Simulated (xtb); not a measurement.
Te, charge -1, doublet. Base run: GFN2-xTB run with xtb 6.7.1.

Geometry (Å):
```xyz
1

Te     0.0000     0.0000     0.0000
```
Charge -1, spin multiplicity 2.
All else is at xtb's defaults.
Base energy -3.05489 Eh.

The base run was repeated with changes; each row names its change, and settings that it needs were set with it.

| change | ΔE vs base (mEh) | G_solv (kcal/mol) | SCF cycles |
|---|---|---|---|
| base | 0.000 | - | 37 |
| alpb = cs2 | -67.808 | -42.55 | 37 |
| etemp = 3000 | -16.327 | - | 14 |
| alpb = dmf | -76.083 | -47.74 | 40 |
| etemp = 1000 | -4.233 | - | 36 |
| acc = 0.1 | 0.000 | - | 46 |

ALPB and GBSA are two models with their own fitted parameters for each solvent, which aren't always the measured dielectric constant.
